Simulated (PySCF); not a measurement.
C4H7NSi, SMILES C(/C=C\C#N)[SiH3]. Atoms are numbered in the order given.

```xyz
13

N      2.8245     0.5239     0.2733
C      1.9970    -0.2915     0.4553
C      0.9846    -1.2740     0.6673
C     -0.2078    -1.2540     0.0119
C     -0.6517    -0.2175    -0.9572
Si    -1.8147     1.0597    -0.1236
H      1.2076    -2.0691     1.3963
H     -0.9258    -2.0566     0.2539
H      0.2068     0.3467    -1.3779
H     -1.2215    -0.6694    -1.7963
H     -2.2985     2.0381    -1.1581
H     -1.0692     1.7823     0.9606
H     -2.9970     0.3471     0.4747
```
Charge 0, spin multiplicity 1.

Coordinates come from a PBE-D3(BJ)/def2-SVP optimisation. The structure was generated by enumeration; whether it is a known compound was not checked. The values are those of a single conformer.

These are KT2/pcSseg-1 (PySCF) values and carry that method's errors.

GIAO shieldings, no solvent; atoms listed in one row are averaged. δ = σ(ref) − σ: ¹⁵N against NH3 (σ = 266.2 ppm); ¹³C against TMS (σ = 185.1 ppm); ²⁹Si against TMS (σ = 361.9 ppm); ¹H against TMS (σ = 31.47 ppm), references at their B3LYP-D3(BJ)/def2-TZVP geometries, non-relativistic.

```csv
nucleus,atoms,count,δ (ppm)
¹⁵N,N1,1,320.3
¹³C,C4,1,154.0
¹³C,C2,1,115.4
¹³C,C3,1,99.8
¹³C,C5,1,23.3
²⁹Si,Si6,1,-64.2
¹H,H8,1,6.83
¹H,H7,1,5.49
¹H,"H11, H12, H13",3,4.46
¹H,H9,1,3.29
¹H,H10,1,2.45
```
